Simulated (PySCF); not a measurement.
A structure optimised at PBE-D3(BJ)/def2-SVP, used in a PySCF frequency run:

```xyz
10

B      0.2954    -0.4638     0.0000
F      1.5933    -0.7577     0.0000
Br    -0.1610     1.4193     0.0000
C     -0.8117    -1.5738     0.0000
C     -0.3080    -3.0218     0.0000
H     -1.4743    -1.3735    -0.8732
H     -1.4743    -1.3735     0.8732
H      0.3162    -3.2353     0.8910
H      0.3162    -3.2353    -0.8910
H     -1.1470    -3.7460     0.0000
```
Charge 0, spin multiplicity 1.

Problem. Write its SMILES, formula and point group.

Solution. CCB(F)Br, C2H5BBrF, Cs

Problem. What are its rotational constants (standard atomic weights)?

Solution. 7.3396, 1.4381, 1.2207 GHz
